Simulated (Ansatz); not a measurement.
Zn₃O₆H₆⁻, a hydroxylated oxide cluster, relaxed as a doublet with UKS r2SCAN-D4/def2-SVP in Ansatz, starting from the r2SCAN-D4/def2-SVP geometry of the neutral singlet. Force threshold 0.03 eV/Å.

The highest occupied level of the relaxed charge -1 doublet lies above zero (up to 1.96 eV). Energy differences put its binding near zero (-0.03 eV; each at its own geometry, against the charge 0 singlet, at PBE0-D4/def2-TZVP), which leaves it undecided.

Start:

```xyz
15

Zn    0.5196   -1.7472   -2.2807
Zn    0.0299    0.0494   -0.0323
Zn   -0.5340    1.8288    2.2105
O     1.0956   -0.0288   -1.6534
O     0.6915    0.4128    1.7651
O     0.8798   -2.7438   -3.7277
O    -0.5006   -1.7243   -0.6478
O    -0.9844    2.9723    3.5166
O    -1.1849    1.4939    0.4357
H     1.7950    0.5358   -1.9927
H     1.1964   -0.1548    2.3543
H     0.4192   -3.5917   -3.7073
H    -1.2756   -2.2448   -0.4183
H    -0.4160    2.8792    4.2911
H    -1.7314    2.0631   -0.1132
```

Problem. Estimate the energy that the relaxation releases and the steps that it takes.

Solution. 0.20 eV, in 10 steps; 45 s on 2 threads of AMD EPYC 7R13 on a shared host and a share (18 GiB) of an NVIDIA H100 80GB HBM3. The force fell under the threshold at step 8, but the optimiser went on. No frequencies were taken in this run, so the end may be a saddle point.

Problem. Does the start keep its bonding?

Solution. By distances, no bond broke or formed. The bond that changes most is Zn2–O4, from 1.94 to 1.99 Å (atoms count from 1).

Problem. Predict the relaxed structure.

Solution. 
Cartesian coordinates in Å:
```
Zn 0.514 -1.624 -2.258
Zn -0.021 0.047 -0.042
Zn -0.578 1.743 2.150
O 0.902 0.233 -1.795
O 0.874 0.493 1.679
O 0.938 -2.737 -3.653
O -0.448 -1.831 -0.549
O -0.894 2.905 3.533
O -1.486 1.289 0.483
H 1.838 0.491 -1.751
H 0.967 -0.282 2.260
H 0.583 -3.606 -3.414
H -1.407 -1.980 -0.617
H -0.119 2.843 4.112
H -1.663 2.017 -0.137
```
Bond lengths (bridged metal pairs left out): 10 × O–Zn 1.83 to 1.99 Å; 6 × H–O 0.97 Å.
